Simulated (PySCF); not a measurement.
CH4Be, SMILES [BeH][CH3]. Geometry optimised at PBE0-D3(BJ)/def2-TZVPD.

Computed equilibrium geometry at PBE0-D3(BJ)/def2-TZVPD (PySCF confirms it by a frequency run) as bond lengths and angles, and its point group:
point group C3v.
Atoms: Be1 H2 C3 H4 H5 H6. Bonds (Å): Be1–H2 1.338, Be1–C3 1.675, C3–H4 1.096, C3–H5 1.096, C3–H6 1.096. Angles (°): H2–Be1–C3 180.0, Be1–C3–H4 112.0, Be1–C3–H5 112.0, Be1–C3–H6 112.0, H4–C3–H5 106.8, H4–C3–H6 106.8, H5–C3–H6 106.8.
